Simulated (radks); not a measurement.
All-electron atom: Cu+ in [Ne] 3s1.75 3p6 3d10 4d0.25 (fractional occupations, a model configuration).

Method: scalar-relativistic Kohn-Sham, PBEsol, spin-polarised, spherical densities, point nucleus; open shells are filled with parallel spins first; computed with a radial shooting solver on a logarithmic mesh with Libxc functionals.

Energy parts (hartree):
| part | energy |
|---|---|
| total | -1652.07415 |
| kinetic | 1676.46776 |
| electron-nucleus | -3968.18844 |
| Hartree | 705.49604 |
| exchange-correlation | -65.84950 |

Orbitals (lengths in bohr, moments of r in powers of bohr):
orbital	occ.	eigenvalue (hartree)	<r>	<r^2>
1s up	1	-325.4448	0.05216	0.003660
1s down	1	-325.4382	0.05216	0.003660
2s up	1	-39.43876	0.2353	0.06536
2s down	1	-39.43244	0.2353	0.06536
2p up	3	-34.11258	0.2065	0.05231
2p down	3	-34.10637	0.2065	0.05231
3s up	1	-4.64125	0.7123	0.5868
3s down	0.75	-4.62561	0.7128	0.5878
3p up	3	-3.08226	0.7490	0.6640
3p down	3	-3.06780	0.7499	0.6656
3d up	5	-0.60891	0.9795	1.300
3d down	5	-0.59859	0.9853	1.318
4s up	0	-0.48533	2.512	7.285
4s down	0	-0.48287	2.504	7.224
4p up	0	-0.27640	3.383	13.47
4p down	0	-0.27165	3.308	12.76
4d up	0.25	-0.11104	7.072	56.68

The highest occupied level is 4d up at -3.022 eV. The configuration is held as typed, so some empty levels lie below it. Summed over all electrons, <r^2> = 32.73 bohr^2, which gives a Langevin (diamagnetic) susceptibility term of -25.9 x 10^-6 cm^3/mol. The density falls to 0.001 e/bohr^3 at r = 3.24 bohr. Spin moment in Bohr magnetons: 0.5.
